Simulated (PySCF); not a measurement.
C2H6GeO2, SMILES [CH3][Ge@@H]([OH])[CH]=O.

Geometry optimised at PBE-D3(BJ)/def2-SVP. The structure was generated by enumeration; whether it is a known compound was not checked. Other conformers were not sampled.

All values below come from ωB97X/def2-TZVP (PySCF).

Gas-phase values at a fixed geometry.

Problem. Estimate the frontier levels, gap, dipole moment and polarisability. (An estimate is asked for; the answer gives what the named calculation found.)

Solution. 
```yaml
highest_occupied_level: -9.66 eV
lowest_empty_level: 0.55 eV
orbital_gap: 10.21 eV
dipole_moment: 3.35 D
quadrupole, principal values (traceless, Buckingham form, about the centre of nuclear charge): -3.41, 0.26, 3.16 D·Å
mean_static_polarisability: 59.8 bohr³ (8.86 Å³)
polarisability_principal_values: 52.5, 58.0, 68.9 bohr³
```
